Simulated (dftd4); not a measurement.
HCl₃Ge, charge -1, doublet, geometry from GFN2-xTB (a state made from the parent by changing its charge; the spin is typed, not shown lowest); D4 for pbe0 (dftd4).

Input for dftd4:
```
$ dftd4 mol.xyz --func pbe0 --charge -1 --json dftd4.json --noedisp --property

# file mol.xyz
5

Ge     0.18961606     0.14465705     0.11687467
Cl    -0.81013033     2.36575078    -0.06066118
Cl     2.01410151    -1.47877166     0.11574629
Cl    -1.55983724    -1.16332174    -0.38022513
H     -0.01799083     0.06879887     1.78739072
```

It wrote (shortened):

```
                    ____  _____ _____     ____  _  _
      -------------|  _ \|  ___|_   _|---|  _ \| || |------------
     |             | | | | |_    | | ___ | | | | || |_           |
     |             | |_| |  _|   | ||___|| |_| |__   _|          |
     |             |____/|_|     |_|     |____/   |_|            |
     |             ===================================           |
     |            E. Caldeweyher, S. Ehlert & S. Grimme          |
     |          Mulliken Center for Theoretical Chemistry        |
     |                    University of Bonn                     |
      -----------------------------------------------------------

Rational (Becke-Johnson) damping: pbe0-D4-ATM
---------------------
  s6         1.0000
  s8         1.2007
  s9         1.0000
  a1         0.4009
  a2         5.0293
 alp        16.0000
--------------------

Atomic data, radii in Ångström:
------------------------------------------------------
   Z          R(cov)      r4/r2   hardness         EN
------------------------------------------------------
  32 Ge       1.4533     2.9321     0.3393     2.0100
  17 Cl       1.3200     1.9735     0.4312     3.1600
   1 H        0.4267     1.0622     0.4726     2.2000
------------------------------------------------------

Atomic reference systems (in atomic units):
----------------------------------------------------------------------------
   Z        #      CN     q+Z       C6(AA)   #      CN     q+Z       C6(AA)
----------------------------------------------------------------------------
  32 Ge     1  0.0000 32.0000     367.7871   2  0.8994 32.0094     318.5431
            3  1.8553 31.9941     290.3410   4  2.7845 31.9684     236.2571
            5  3.7182 31.9355     189.5578
  17 Cl     1  0.0000 17.0000      92.6806   2  0.8444 16.8495     101.8771
   1 H      1  0.0000  1.0000       7.6362   2  0.8942  1.0000       3.0374
----------------------------------------------------------------------------

Atomic properties (in atomic units):
----------------------------------------------------------------------------
     #    Z              CN          q      C6(AA)        C8(AA)   alpha(0)
----------------------------------------------------------------------------
     1   32 Ge       3.1017     0.0708    225.3555    20755.8336    28.7334
     2   17 Cl       0.7369    -0.3585    108.4338     4524.2434    15.9155
     3   17 Cl       0.7369    -0.3585    108.4338     4524.2434    15.9155
     4   17 Cl       0.8043    -0.3302    107.5882     4488.9638    15.8548
     5    1 H        0.8238    -0.0235      3.5459       42.8638     2.9545
----------------------------------------------------------------------------

Molecular properties (in atomic units):
----------------------------------------
 molecular C6                2292.5540
 molecular C8              122763.5973
----------------------------------------

Dispersion energy:      -5.7599573281602E-03 Eh

[Info] JSON dump of results written to 'dftd4.json'
```
